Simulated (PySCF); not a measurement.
**Quadrupole coupling of `C#CC#CC#CC#N`: levels of theory against gas-phase measurements**

Values to reproduce (atoms as numbered below): 14N at N8: χzz = -4.29 MHz [1].
[1] measured, gas; W. C. Bailey, Calculation of NQCC in Gaseous State Molecules (compilation of microwave values)

C7HN.
Cartesian coordinates in Å at the PBE0-D3(BJ)/def2-SVP level; atoms count from 1:
```
atom  x, y, z in Å
C1    -3.828   -0.271   -0.898
C2    -2.647   -0.184   -0.612
C3    -1.328   -0.086   -0.292
C4    -0.137    0.002   -0.004
C5     1.175    0.099    0.314
C6     2.363    0.187    0.602
C7     3.688    0.285    0.924
N8     4.817    0.369    1.198
H9    -4.870   -0.349   -1.151
```

Task: How do the computed couplings compare?

Result: PySCF, non-relativistic, all at one geometry, with Q(14N) = 0.02044 b:

```tsv
level	functions	14N N8 (MHz)	computed/reference − 1 (%)
B3LYP/6-31G-J	100	-3.613	-15.8
B3LYP/pcJ-0	107	-4.717	+10.0
B3LYP/6-31G*	114	-3.660	-14.7
B3LYP/pcJ-1	226	-4.602	+7.3
B3LYP/cc-pVTZ	254	-4.725	+10.1
B3LYP/def2-TZVP	254	-4.748	+10.7
B97-2/pcJ-1	226	-4.352	+1.4
CAM-B3LYP/pcJ-1	226	-4.707	+9.7
KT2/pcJ-1	226	-4.346	+1.3
LDA/pcJ-1	226	-4.407	+2.7
PBE/pcJ-1	226	-4.250	-0.9
PBE0/pcSseg-1	141	-4.589	+7.0
PBE0/pcJ-1	226	-4.461	+4.0
```

Closest here is PBE/pcJ-1 (0.9 % unsigned error), furthest B3LYP/6-31G-J (15.8 %); one molecule doesn't rank methods. Computed values are for fixed nuclei, while measured ones can include vibrational averaging.
